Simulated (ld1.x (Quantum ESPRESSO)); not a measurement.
## Building the ultrasoft potential for H (Wu–Cohen, fully relativistic).

| Property | Result |
| --- | --- |
| Element | H (Z = 1) |
| Generator | ld1.x (Quantum ESPRESSO) 7.5 |
| Type | ultrasoft |
| Functional | Wu–Cohen |
| Relativity | fully relativistic |
| Frozen core | none |
| Valence charge | 1 |
| Reference configuration | 1s1 |
| Partial waves | 1s (bound): rcut 0.75, rcutus 0.80 bohr; 1s channel at 0.15 Ry: rcut 0.75, rcutus 0.80 bohr |
| Local potential | all-electron potential smoothed inside 0.75 bohr (lloc = -1) |
| Core correction | none |
| Augmentation charge | built from norm-conserving waves at rcut, not smoothed further |

Open shells are filled in proportion to 2j + 1 (rel_dist='average').

* Cutoffs needed: 25 Ry and 50 Ry (the cutoffs (Ry, on a coarse ladder) from which the occupation-weighted sum of valence levels, in a spherical-Bessel basis at the reference potential, stays within 10 and 1 mRy of its value at 400 Ry)
* Ghost test: no extra level below or beside the all-electron valence levels (s, p, d, f tested) (spherical-Bessel basis up to 400 Ry, 20 bohr box)
* Lowest eigenvalue of the overlap operator: 0.99 (s channel)
